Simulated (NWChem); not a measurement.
System meant: SbH₃O₂; SMILES [OH][SbH][OH]

Here is an NWChem input.

```
start job
memory heap 200 mb stack 900 mb global 1100 mb
geometry units angstroms noautoz
  Sb    -0.283386    -0.007000     0.026145
  H     -0.387201    -0.075689    -1.696294
  O      0.924248    -1.593673    -0.010990
  H      1.067622    -1.914760     0.887535
  O      1.084439     1.429729     0.103684
  H      1.744151     1.326778    -0.594165
end
basis spherical
  * library def2-svp
end
dft
  xc xpbe96 cpbe96
  iterations 150
  mulliken
end
task dft energy
```

End of the output:

```
             Grid Information
             ----------------
          Grid used for XC integration:  medium
          Radial quadrature: Mura-Knowles
          Angular quadrature: Lebedev.
          Tag              B.-S. Rad. Rad. Pts. Rad. Cut. Ang. Pts.
          ---              ---------- --------- --------- ---------
          Sb                  1.45      123           8.0       590
          H                   0.35       45          10.0       434
          O                   0.60       49          10.0       434
          Grid pruning is: on
          Number of quadrature shells:   356
          Spatial weights used:  Erf1

          Convergence Information
          -----------------------
          Convergence aids based upon iterative change in
          total energy or number of iterations.
          Levelshifting, if invoked, occurs when the
          HOMO/LUMO gap drops below (HL_TOL):  1.00D-02
          DIIS, if invoked, will attempt to extrapolate
          using up to (NFOCK): 10 stored Fock matrices.

                    Damping( 0%)  Levelshifting(0.5)       DIIS
                  --------------- ------------------- ---------------
          dE  on:    start            ASAP                start
          dE off:    2 iters        150 iters           150 iters

      Screening Tolerance Information
      -------------------------------
          Density screening/tol_rho:  1.00D-10
          AO Gaussian exp screening on grid/accAOfunc:  14
          CD Gaussian exp screening on grid/accCDfunc:  20
          XC Gaussian exp screening on grid/accXCfunc:  20
          Schwarz screening/accCoul:  1.00D-08

      Superposition of Atomic Density Guess
      -------------------------------------

      charge =      51.0 Sb (Antinomy)

      symmetry species            s     p     d     f
      number of basis functions =10     7     6
      number of cont. functions = 4     4     2
      number of closed shells   = 5     3     2
      number of open shells     = 0     1     0
      open shell occupation     = 0     3     0
 ------------------------------------------------------------------------
 atomscf:atomd: error in atom scf                   0
 ------------------------------------------------------------------------
 ------------------------------------------------------------------------
  current input line :
    19: task dft energy
 ------------------------------------------------------------------------
 ------------------------------------------------------------------------
 This error has not yet been assigned to a category
 ------------------------------------------------------------------------
 For more information see the NWChem manual at https://nwchemgit.github.io

0:atomscf:atomd: error in atom scf:Received an Error in Communication
```

Problem. Can this run be used? If not, why, and what is the fix?

Solution. The program stopped with an error. Cause: the def2 basis of a heavy element holds valence functions alone and wants its effective core potential (without it all electrons must fit into that basis). This input runs:
```
start job
memory heap 200 mb stack 900 mb global 1100 mb
geometry units angstroms noautoz
  Sb    -0.283386    -0.007000     0.026145
  H     -0.387201    -0.075689    -1.696294
  O      0.924248    -1.593673    -0.010990
  H      1.067622    -1.914760     0.887535
  O      1.084439     1.429729     0.103684
  H      1.744151     1.326778    -0.594165
end
basis spherical
  * library def2-svp
end
ecp
  Sb library def2-ecp
end
dft
  xc xpbe96 cpbe96
  iterations 150
  mulliken
end
task dft energy
```
It converges to -392.21923 Ha (PBE/def2-SVP with def2 effective core potentials on Sb).
